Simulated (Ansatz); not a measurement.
`NC(F)[TeH]` + H₂O → `OC(F)[TeH]` + NH₃ at 600 K and 1 bar (formal hydrolysis of a C–N bond).

Gas-phase electronic energies from Ansatz, PBE0-D4/def2-TZVP geometries. CCSD(T)/CBS is the MP2 limit (def2-TZVPP, def2-QZVPP) plus CCSD(T) − MP2 in def2-TZVPP, frozen cores. This one scheme is used for every species. Elements past krypton have def2 core potentials. For Te outer-core shells are correlated without core-valence functions, which leaves a few kJ/mol of doubt a bond. One conformer a species, not always the lowest.

| species | CCSD(T)/CBS energy (Eh) | H − E (kJ/mol) | S (J/(mol·K)) |
| --- | --- | --- | --- |
| `NC(F)[TeH]` | -462.65439 | 189.3 | 402.2 |
| H₂O | -76.37941 | 76.8 | 212.8 |
| `OC(F)[TeH]` | -482.52376 | 153.8 | 387.4 |
| NH₃ | -56.50880 | 112.4 | 219.5 |

H − E and S are ideal-gas, rigid-rotor, harmonic terms from PBE0-D4/def2-TZVP, for one conformer and one mirror image of each species. 1 Eh = 2625.50 kJ/mol, R = 8.31446 J/(mol·K).

Question: By hand: ΔE, ΔH, ΔS and ΔG.

Answer: ΔE = (-482.52376) + (-56.50880) − (-462.65439) − (-76.37941) = 0.00124 Eh = 3.3 kJ/mol. Δ(H − E) = 153.8 + 112.4 − 189.3 − 76.8 = 0.1, so ΔH = 3.4 kJ/mol. ΔS = 387.4 + 219.5 − 402.2 − 212.8 = -8.1 J/(mol·K). ΔG = 3.4 − 600 × (-8.1)/1000 = 8.3 kJ/mol.

Question: By hand: the equilibrium constant, and the temperature at which ΔG would vanish if ΔH and ΔS stayed fixed.

Answer: log₁₀ K = −ΔG/(RT ln 10) = -0.7. ΔH and −TΔS have one sign here, so there is no such temperature. One of them is within its doubt of zero, so this could turn.

TΔS isn't small against ΔH here. A doubt of 5 kJ/mol in ΔE shifts log₁₀ K by 0.4 here. Other conformers and mirror images would add mixing entropy, several J/(mol·K) or more a flexible species. These are equilibria of isolated gas molecules and say nothing of rates. Largest T1 diagnostic: 0.012 (customary marks: 0.02 for closed shells, 0.045 for open ones).
